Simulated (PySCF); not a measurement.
Pb²⁺: excitation energy

Pb²⁺ [Xe] 4f14 5d10 6s2 (1S) → Pb²⁺ [Xe] 4f14 5d10 6s1 6p1, s spin flipped, as a difference of total energies. Calculation: PySCF 2.14, in cc-pV5Z-PP with ECP60MDF (7s7p5d3f2g1h, 103 functions); a scalar-relativistic core potential. Correlated levels: valence: 5s2 5p6 5d10 frozen. The calculations carry no spin-orbit coupling.

```tsv
method	excitation energy (cm⁻¹)
UHF	77676
LDA	83364
PBE	81714
PBE0	81355
r2SCAN	81604
B2PLYP	79771
M06-2X	80931
M06	82357
MP2 (valence)	77888
SCS-MP2 (valence)	77930
```

The upper determinant mixes two multiplicities, so it lies between the two terms.

The basis was made for the ground configuration and has no added diffuse functions, so the excitation energy can come out too high.
